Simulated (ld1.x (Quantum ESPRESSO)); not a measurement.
# Varying the TM potential for Tl

Base potential:

ld1.x (Quantum ESPRESSO) 7.5 input, shortened:

```
&input
   title='Tl', zed=81., rel=2, dft='PZ', iswitch=3,
   config='[Xe] 4f14 5d10 6s2 6p0.5', rel_dist='average'
 /
 &inputp
   pseudotype=2, tm=.true., lloc=0,
   nlcc=.true., new_core_ps=.true.
 /
2
6P  2  1   0.50   0.00  2.50  2.50  0.0
6S  1  0   2.00   0.00  1.65  1.65  0.0
 &test
   configts(1)='6s2 6p0.5'
 /
```

Open shells are filled in proportion to 2j + 1 (rel_dist='average').

Cutoffs, loose and tight: the cutoffs (Ry, on a coarse ladder) from which the occupation-weighted sum of valence levels, in a spherical-Bessel basis at the reference potential, stays within 10 and 1 mRy of its value at 400 Ry. They do not see the model core or the augmentation charge, which bear on the density cutoff. Test errors are all-electron minus pseudo excitation energies from the reference, over the configurations 6s2 6p1; 6s2 6p0; 6s1 6p0; 6s2 6p1.3; 6s1 6p2; 6s1 6p1; 6s0 6p3. A dash means not determined; rows that change the core or the reference have their own tests.

A true bound ghost makes a file unfit for plane-wave use even where its test errors are small: the radial tests pick states by their node count and pass the ghost by.

| change | outcome | cutoff, loose | cutoff, tight | bound ghosts | largest test error (meV) |
| --- | --- | --- | --- | --- | --- |
| base | generated | 40 Ry | 90 Ry | none | -307 |
| wave 6p (bound): rc 2.50 bohr becomes 6p (bound): rc 1.86 bohr | generated | 45 Ry | 90 Ry | p3/2 | -313 |
| wave 6p (bound): rc 2.50 bohr becomes 6p (bound): rc 2.12 bohr | generated | 40 Ry | 90 Ry | none | -309 |
| wave 6p (bound): rc 2.50 bohr becomes 6p (bound): rc 2.40 bohr | generated | 40 Ry | 90 Ry | none | -308 |
| wave 6p (bound): rc 2.50 bohr becomes 6p (bound): rc 2.64 bohr | generated | 40 Ry | 90 Ry | none | -307 |
| wave 6p (bound): rc 2.50 bohr becomes 6p (bound): rc 2.98 bohr | generated | 40 Ry | 90 Ry | none | -309 |
| wave 6p (bound): rc 2.50 bohr becomes 6p (bound): rc 3.22 bohr | generated | 40 Ry | 90 Ry | none | -314 |
| wave 6p (bound): rc 2.50 bohr becomes 6p (bound): rc 3.44 bohr | generated | 40 Ry | 90 Ry | none | -317 |
| wave 6p (bound): rc 2.50 bohr becomes 6p (bound): rc 3.80 bohr | generated | 40 Ry | 90 Ry | none | -325 |

What comes out with this change to the base: wave 6p (bound): rc 2.50 bohr becomes 6p (bound): rc 1.68 bohr?

outcome: generated; cutoff, loose: 80 Ry; cutoff, tight: 110 Ry; bound ghosts: p1/2, p3/2; largest test error (meV): -316.

Reading the sweep of the p radius (base included, trends over the rows without a ghost): The loose cutoff stays near 40 Ry. The median size of the test errors (rows with all tests solved) falls from 25.8 meV at 2.12 to 12.6 meV at 3.8 bohr, with one reversal. This runs against the usual rule that a larger radius transfers worse; these runs do not show why. Bound ghosts are found at 1.68, 1.86 bohr.
